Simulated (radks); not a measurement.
The numbers below are computed, except where a source is named.
Effect of the nuclear size on the bismuth ion Bi+, [Hg] 6p2. Code: a radial shooting solver on a logarithmic mesh with Libxc functionals. Model: Dirac Kohn-Sham, exchange-only LDA, spin-unpolarised, spherical densities, finite nucleus; open shells are shared between the two j in proportion to 2j + 1; Fermi nuclear charge, rms radius 5.5211 fm. The rms radius is varied about that value; shifts are against it.

rms radius (fm),total energy shift (eV),density at nucleus (e/bohr^3),1s1/2 shift (meV),2s1/2 shift (meV),5p1/2 shift (meV),6s1/2 shift (meV),6p1/2 shift (meV),6p3/2 shift (meV),7s1/2 (empty) shift (meV)
4.9359,-28.9,3.108e+06,-11500,-1760,0.292,-2.62,0.272,0.358,-0.374
5.096,-21.2,3.064e+06,-8430,-1290,0.214,-1.92,0.199,0.263,-0.274
5.5211,0,2.957e+06,0.000,0.000,0.000,0.000,0.000,0.000,0.000
5.8745,18.3,2.876e+06,7290,1120,-0.183,1.66,-0.172,-0.227,0.237
6.1395,32.5,2.82e+06,12900,1980,-0.323,2.94,-0.305,-0.403,0.420

Slopes of the eigenvalues against <r^2> in GHz/fm^2, as finite differences over the two radii next to the reference (eigenvalue slopes, not the field-shift constants of lines): 1s1/2 445000, 2s1/2 68300, 5p1/2 -11.2, 6s1/2 101, 6p1/2 -10.5, 6p3/2 -13.9, 7s1/2 (empty) 14.5.
